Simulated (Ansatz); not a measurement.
**Ligand exchange: GaH2(CH3) + GeH2(SH)2 → GaH2(SH) + GeH2(CH3)(SH)**

Gas-phase species: GaH2(CH3), singlet; GeH2(SH)2, singlet; GaH2(SH), singlet; GeH2(CH3)(SH), singlet. The partners trade CH3 for SH: Ga–CH3 and Ge–SH bonds give way to Ga–SH and Ge–CH3.

Shapes, held fixed at every level: PBE0-D4/def2-TZVP. Flexible molecules stand in one conformer, not always the lowest. Programs: Ansatz 0.2.0. Electronic energies: no zero-point or thermal term.

```tsv
level	kind	ΔE (kJ/mol)	less CCSD(T)/def2-TZVPP
SPW92/def2-TZVPP	LDA	-59.2	+1.7
PBE-D4/def2-TZVPP	GGA	-56.4	+4.5
B3LYP-D4/def2-TZVPP	global hybrid	-57.5	+3.4
PBE0-D4/def2-TZVPP	global hybrid	-58.2	+2.7
B2PLYP/def2-TZVPP	double hybrid	-59.5	+1.4
MP2/def2-SVP	perturbation theory	-64.1	-3.2
CCSD/def2-SVP	coupled cluster or CI	-64.9	-4.0
CCSD(T)/def2-TZVPP	coupled cluster or CI	-60.9	0.0
```

The highest level, CCSD(T)/def2-TZVPP, gives ΔE = -60.9 kJ/mol; the levels span -64.9 to -56.4. The column of differences is taken from that level and isn't an error. No measured value is set beside it here. Relativity is left out for Ga, Ge. Outer-core shells of Ga, Ge are correlated, in sets that cover them unevenly.
